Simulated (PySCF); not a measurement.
One of the candidates below gave these computed data.

All candidates are C9H13N.

| technique | computed result |
| --- | --- |
| 1H NMR | chemical shifts (computed TMS as zero) by class: 8.65 (1 H), 7.68 (1 H), 7.48 (1 H), 7.07 (1 H), 1.31 (9 H) ppm [GIAO PBE0/pcSseg-1] |
| UV, strongest line | among the 10 lowest singlet transitions: S8 at 7.24 eV (171 nm, f = 0.624) [TDDFT PBE0/def2-SVPD] |
| NMR, other nuclei | isotropic shieldings of nuclei other than C and H, by class: -87 (1 N) ppm [GIAO PBE0/pcSseg-1] |
| Rotational structure | rotational constants A, B, C: 2.591, 0.989, 0.849 GHz [PBE0-D3(BJ)/def2-SVP] |
| Polarisability | 111.7 au [PBE0/def2-SVPD] |
| 13C NMR | chemical shifts (computed TMS as zero) by class: 174.8 (1 C), 153.8 (1 C), 140.9 (1 C), 126.2 (1 C), 125.6 (1 C), 38.8 (1 C), 32.2 (3 C) ppm [GIAO PBE0/pcSseg-1] |
| UV, first state | lowest singlet excitation: 4.84 eV (256 nm, f = 0.003) [TDDFT PBE0/def2-SVPD] |

The electronic properties come from PySCF, for the isolated species, density fitting. Levels stand in brackets. Isolated species at its PBE0-D3(BJ)/def2-SVP geometry, gas phase. NMR values are class means; diastereotopic atoms form classes of their own.

Question: Which candidate is it?
A. `CCN(C)c1ccccc1`
B. `CC(C)(C)c1ccccn1`
C. `CCc1cccc(C)c1N`

Answer: B. It is `CC(C)(C)c1ccccn1`. Numbering: `[CH3:1][C:2]([CH3:3])([CH3:4])[c:5]1[cH:6][cH:7][cH:8][cH:9][n:10]1`. Its formula, C9H13N, gives 4 degrees of unsaturation: 1 ring and 3 π bonds in the structure found (Kekulé form). 9 carbons fall into 7 classes; from least to most shielded: substituted aromatic carbon [C5] (174.8 ppm), aromatic CH next to a ring nitrogen [C9] (153.8 ppm), aromatic CH carbon [C7] (140.9 ppm), aromatic CH carbon [C6] (126.2 ppm), aromatic CH carbon [C8] (125.6 ppm), benzylic-type carbon [C2] (38.8 ppm), methyl carbon [C1/C3/C4] (32.2 ppm, 3 C, up to 4.1 ppm apart in this geometry). Hydrogen classes from least to most shielded: 1 H on an aromatic CH next to a ring nitrogen, C9 (8.65 ppm), 1 H on an aromatic CH carbon, C7 (7.68 ppm), 1 H on an aromatic CH carbon, C6 (7.48 ppm), 1 H on an aromatic CH carbon, C8 (7.07 ppm), 9 H on 3 methyl carbons, C1/C3/C4 (1.31 ppm, a mean of values up to 1.1 ppm apart in this geometry). The other shieldings belong to: -87 ppm, pyridine-type nitrogen [N10]. S1 is mainly HOMO→LUMO (weight 0.99); the largest Löwdin shares of the orbital it empties are 0.56 on the pyridine-type nitrogen, 0.10 on the aromatic CH next to a ring nitrogen, 0.09 on the substituted aromatic carbon and 0.05 on an aromatic CH carbon, of the orbital it fills 0.25 on an aromatic CH carbon, 0.21 on the pyridine-type nitrogen, 0.14 on the aromatic CH next to a ring nitrogen and 0.14 on an aromatic CH carbon. The optimised geometry has point group Cs and is an asymmetric top.

The others, at the same levels:
- `CCc1cccc(C)c1N` fails: its computed strongest line among the 10 lowest singlet transitions is S8 at 6.52 eV (190 nm, f = 0.387) (against S8 at 7.24 eV), static isotropic polarisability is 116.7 au (against 111.7 au) and rotational constant A is 2.000 GHz (against 2.591 GHz).
- `CCN(C)c1ccccc1` fails: its computed 13C shifts are 150.2 (1 C), 135.0 (2 C), 120.0 (1 C), 114.1 (2 C), 47.9 (1 C), 38.7 (1 C), 10.8 (1 C) ppm, 1H shifts are 7.30 (2 H), 6.75 (1 H), 6.52 (2 H), 3.32 (2 H), 2.87 (3 H), 1.02 (3 H) ppm and lowest singlet excitation is 4.52 eV (274 nm, f = 0.038) (against 4.84 eV).

Each candidate is one conformer, not necessarily the lowest. Dipoles, sizes and rotational constants follow the conformer. The torsions of the flexible species, by atom-mapped SMILES:
- `[CH3:1][C:2]([CH3:3])([CH3:4])[c:5]1[cH:6][cH:7][cH:8][cH:9][n:10]1`: C1–C2–C5–C6 60°
- `[CH3:1][CH2:2][c:3]1[cH:4][cH:5][cH:6][c:7]([CH3:8])[c:9]1[NH2:10]`: C1–C2–C3–C4 103°, H–N10–C9–C7 160°, H–N10–C9–C7 25°
- `[CH3:1][CH2:2][N:3]([CH3:4])[c:5]1[cH:6][cH:7][cH:8][cH:9][cH:10]1`: C1–C2–N3–C4 86°, C2–N3–C5–C6 172°
